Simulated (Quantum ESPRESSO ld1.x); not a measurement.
The numbers below are computed, except where a source is named.
Radial electron density D(r) = 4 pi r^2 rho(r) of an atom or ion with 41 electrons. Level of theory: scalar-relativistic Kohn-Sham, LDA (Slater exchange, Perdew-Zunger correlation), spin-polarised, spherical densities, point nucleus (ld1.x of Quantum ESPRESSO 7.5).

```
   r/bohr * D(r) (the largest magnitude, 88.6, reaches the edge; | marks zero)
 0.002949 |      *
 0.003325 |        *
 0.003779 |         *
 0.004295 |            *
 0.004882 |              *
 0.005504 |                *
 0.006256 |                   *
  0.00711 |                       *
 0.008081 |                          *
 0.009111 |                             *
  0.01035 |                                 *
  0.01177 |                                    *
  0.01338 |                                      *
  0.01508 |                                        *
  0.01714 |                                         *
  0.01948 |                                          *
  0.02214 |                                         *
  0.02496 |                                        *
  0.02837 |                                      *
  0.03225 |                                     *
  0.03665 |                                    *
  0.04132 |                                     *
  0.04697 |                                       *
  0.05338 |                                           *
  0.06067 |                                               *
  0.06841 |                                                   *
  0.07775 |                                                      *
  0.08836 |                                                      *
   0.1004 |                                                   *
   0.1132 |                                               *
   0.1287 |                                          *
   0.1463 |                                      *
   0.1662 |                                      *
   0.1874 |                                        *
    0.213 |                                           *
   0.2421 |                                             *
   0.2752 |                                           *
   0.3103 |                                     *
   0.3526 |                             *
   0.4008 |                    *
   0.4555 |               *
   0.5136 |             *
   0.5837 |             *
   0.6635 |              *
   0.7541 |             *
   0.8502 |          *
   0.9663 |       *
    1.098 |    *
    1.248 | *
    1.407 |*
      1.6 *
    1.818 *
    2.066 *
     2.33 *
    2.648 *
```

What is the nuclear charge?

Answer. Z = 53. The innermost maximum, from 1s, lies near gamma/Z bohr with gamma = sqrt(1 - (Z/c)^2) = 0.922, here 0.0174 bohr (found: 0.0192), and its height grows with Z. The density is that of the iodine ion I12+ in [Kr] 4d5; the configuration itself is not fixed sharply by these data, and Z only to a few units. D(r) has 4 maxima, at r = 0.0192, 0.0842, 0.244, 0.658 bohr, and minima at 0.0369, 0.160, 0.530 bohr, inside which lie 1.97, 11.15, 29.20 electrons.
